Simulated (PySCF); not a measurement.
cyclotrisilazane (H9N3Si3), singlet, geometry from GFN2-xTB. Base run: CCSD(T)/STO-3G in PySCF.

Here is a job for PySCF.
```python
from pyscf import gto, scf, cc

mol = gto.Mole()
mol.atom = '''
    Si    1.68054828   -0.42496743   -0.52596035
    N     0.50290150   -1.52832577    0.08377091
    Si   -1.17562112   -1.31026230    0.41701362
    N    -1.46043566    0.38486470    0.56260467
    Si   -0.54839632    1.72369318   -0.03026477
    N     1.06095760    1.17105307   -0.31418280
    H     1.94000099   -0.68910961   -1.95384163
    H     2.91193934   -0.56300900    0.26448031
    H     0.81666462   -2.48200359    0.13740011
    H    -1.99276343   -1.88246088   -0.66962470
    H    -1.49030681   -1.94902435    1.70231783
    H    -2.36797339    0.62547217    0.92202770
    H    -0.51609892    2.76332656    1.00760337
    H    -1.13988836    2.24298984   -1.27781588
    H     1.72303017    1.90218647   -0.50893551
'''
mol.basis = 'sto-3g'
mol.verbose = 4
mol.build()

mf = scf.RHF(mol)
mf.kernel()

mycc = cc.CCSD(mf)
mycc.kernel()
et = mycc.ccsd_t()
print('E(CCSD(T)) = %.10f' % (mycc.e_tot + et))
```

Each row names what was changed in the base input (with any setting that the change needs).

```csv
change,ΔE vs base (mEh),MP2 correlation (Eh),CC correlation without the perturbative part (Eh),basis functions
base,0.000,-0.24871,-0.31283,51
cc.diis_space = 10,0.000,-0.24871,-0.31283,51
cc.level_shift = 0.2,0.000,-0.24871,-0.31283,51
frozen = 19,33.376,-0.21931,-0.28047,51
frozen = 17,10.845,-0.23723,-0.30240,51
method = ccsd,5.761,-0.24871,-0.31283,51
cc.iterative_damping = 0.8,0.000,-0.24871,-0.31283,51
frozen = 18,11.162,-0.23689,-0.30209,51
cc.conv_tol = 1e-9,0.000,-0.24871,-0.31283,51
method = cisd,44.060,-,-,51
```
